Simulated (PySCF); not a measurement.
PySCF input for CdBr₂, SMILES [Br][Cd][Br], IEF-PCM-PBE0/def2-SVP. The structure is a stationary point at B3LYP-D3(BJ)/def2-SVP. The structure was generated by enumeration; whether it is a known compound was not checked. The def2 effective core potentials stand for the cores of Cd; spin–orbit coupling is left out.

```python
import numpy as np
from pyscf import gto, scf, dft
from pyscf.solvent import pcm

mol = gto.M(
    atom='''
    Cd    0.00000000    0.00000000    0.00000000
    Br    0.00000000    0.00000000   -2.42573823
    Br    0.00000000    0.00000000    2.42573823
    ''',
    basis='def2-SVP',
    ecp={'Cd': 'def2-svp'},
    charge=0,
    spin=0,
    max_memory=1600,
    verbose=3,
)
mf = dft.RKS(mol, xc='pbe0').density_fit(auxbasis='def2-universal-jkfit')
mf.grids.level = 3
mf.conv_tol = 1e-9
mf.max_cycle = 100
mf.kernel()
res = {}
for name, eps in {'water': 78.355, 'n-hexane': 1.8819, 'diethylether': 4.24}.items():
    s = mf.PCM()
    s.with_solvent.method, s.with_solvent.eps, s.with_solvent.lebedev_order = 'IEF-PCM', eps, 29
    s.kernel(mf.make_rdm1())
    res[name] = (s.e_tot, eps, s.dip_moment(), s.mo_energy, s.converged)
    print(f'{name}: electrostatic solvation free energy {(s.e_tot - mf.e_tot) * 627.509474:.3f} kcal/mol')
```

Log of the run:

```
converged SCF energy = -5314.92369291043

WARN: PCM is an experimental feature. It is still in testing.
Features and APIs may be changed in the future.

converged SCF energy = -5314.9490963579
Dipole moment(X, Y, Z, Debye):  0.00000,  0.00000,  0.00000
water: electrostatic solvation free energy -15.941 kcal/mol

WARN: PCM is an experimental feature. It is still in testing.
Features and APIs may be changed in the future.

converged SCF energy = -5314.93213037918
Dipole moment(X, Y, Z, Debye): -0.00000,  0.00000, -0.00000
n-hexane: electrostatic solvation free energy -5.295 kcal/mol

WARN: PCM is an experimental feature. It is still in testing.
Features and APIs may be changed in the future.

converged SCF energy = -5314.94026986915
Dipole moment(X, Y, Z, Debye):  0.00000, -0.00000,  0.00000
diethylether: electrostatic solvation free energy -10.402 kcal/mol
```

The calculation finished and met its thresholds.

Cost: about 50 core-seconds (a rough figure).
